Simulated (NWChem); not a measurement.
Species: CH₂AlNO₂; SMILES O=C=[N][AlH][OH]

```xyz
7

Al    -0.4035    -1.1559    -0.1268
H     -1.5177    -1.7961    -1.0322
N     -0.0697     0.5831    -0.2121
C      0.1766     1.7581    -0.2305
O      0.4105     2.9025    -0.2538
O      0.5396    -2.0387     0.9693
H      0.4881    -2.9800     1.1397
```
Atoms are numbered in this order, from 1.

STO-3G and 3-21G are far too small for this property and stand as cheap habits. All runs use the structure optimised with PBE0/def2-SVP.

Question: Give the principal values of the shielding tensors (ppm) of Al1, N3, C4, O5, O6 from Hartree-Fock/STO-3G, GIAO (NWChem), with their diamagnetic and paramagnetic parts as GIAO splits them.

Answer: 
| atom | σ11 | σ22 | σ33 | isotropic | diamagnetic | paramagnetic |
|---|---|---|---|---|---|---|
| Al1 | 445.3 | 511.3 | 541.2 | 499.3 | 779.9 | -280.6 |
| N3 | 256.4 | 273.9 | 353.1 | 294.5 | 325.2 | -30.8 |
| C4 | 61.4 | 61.7 | 280.4 | 134.5 | 266.1 | -131.6 |
| O5 | 184.2 | 200.1 | 386.4 | 256.9 | 384.3 | -127.4 |
| O6 | 321.1 | 405.3 | 458.2 | 394.9 | 382.0 | 12.9 |
